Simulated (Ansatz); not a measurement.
Mulliken charges of `[NH2][GeH]([SH])[TeH]` from ωB97M-V/def2-TZVPP in Ansatz (PBE0-D4/def2-TZVP geometry).

```tsv
atom	x (Å)	y (Å)	z (Å)	charge (e)
N1	-0.056	1.530	0.580	-0.354
Ge2	0.254	-0.179	0.005	0.360
S3	-1.162	-1.474	1.117	-0.275
Te4	-0.218	-0.540	-2.496	-0.138
H5	0.509	2.240	0.134	0.113
H6	-1.029	1.803	0.545	0.120
H7	1.724	-0.517	0.301	0.038
H8	-0.731	-1.059	2.323	0.128
H9	0.797	-1.850	-2.527	0.009
```

Question: By hand: the dipole of these point charges (1 e Å = 4.8032 D).

Answer: Σ q r = (0.374, 0.171, 0.200) e Å, of length 0.457 e Å = 2.20 D.

Question: How does the dipole of the full density compare? (Estimate.)

Answer: Ansatz gave: (0.143, 0.296, 0.023) e Å, 1.58 D; the point charges give 1.39 times that, at 44° from its direction.

Point charges leave out the atoms' own dipoles, such as those of lone pairs, and Mulliken's split depends on the basis, so the two needn't agree.
